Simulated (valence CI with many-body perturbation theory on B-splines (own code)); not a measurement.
## Which ion has this spectrum?

A relativistic CI+MBPT calculation for an atom or ion with 5 electrons gives these levels (× 10³ cm⁻¹):

```
  J  Parity       E     g
1/2     odd    0.00  0.64
1/2    even  1207.7  2.21
3/2     odd  2249.3  1.32
3/2    even  3093.9  1.66
5/2    even  3334.5  1.36
3/2    even  3713.5  0.96
1/2    even  3723.1  1.20
3/2     odd  5018.2  1.37
5/2    even  5490.4  1.40
1/2    even  6045.9  1.87
3/2    even  6054.6  1.20
3/2     odd  7031.9  1.43
5/2     odd  7183.4  1.18
1/2     odd  7473.2  0.64
```

The energies are calculated, and their last digits are not significant.

Which is it?
A. In44+
B. Sb46+
C. Te47+
D. Cd43+

B. Sb46+, ground level (2s^2 2p1/2) J=1/2.
